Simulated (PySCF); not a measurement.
**Correlation energy of Xe (xenon, neutral)**

[Kr] 4d10 5s1 5p6 6s1, high-spin 3S determinant (an excited configuration). Computed with PySCF 2.14 in aug-cc-pwCVTZ-DK3 with one added diffuse shell each of s, p, d, f type (11s10p8d5f1g, 125 functions), with the spin-free X2C one-electron Hamiltonian (Gaussian nucleus). Frozen: [Kr] 4d10; 8 electrons correlated.

MP2 pair energies summed by pair of shells (mhartree):

| pair | energy | share (%) |
| --- | --- | --- |
| 5p-5p | -175.84 | 70.5 |
| 5p-6s | -53.42 | 21.4 |
| 5s-5p | -20.07 | 8.0 |
| 5s-6s | -0.21 | 0.1 |

Total MP2 correlation energy: -249.54 mhartree.

Same-spin part -40.21 and opposite-spin part -209.33 mhartree; SCS-MP2 scales them by 1/3 and 6/5 to -264.60 mhartree.
